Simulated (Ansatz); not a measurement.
Si(Cl)2(F)(SH) (Cl₂FHSSi), SMILES F[Si](S)(Cl)Cl.

The structure is a stationary point at B3LYP-D3(BJ)/def2-SVP. This is a generated structure with no PubChem entry under its InChIKey; it may be hypothetical. The values are those of a single conformer.

Two levels are set side by side: PBE/def2-SVPD (Ansatz, a program for electronic structure) and PBE0/def2-SVPD (Ansatz). Energy differences of separate SCF runs at the same geometry; the states with an electron removed or added have multiplicity 2 and 2. Differences are taken from unrounded values.

```csv
quantity,PBE0,PBE,PBE minus PBE0
vertical ionisation energy (eV),10.67,10.33,-0.34
vertical singlet–triplet gap (eV),5.80,5.56,-0.24
```
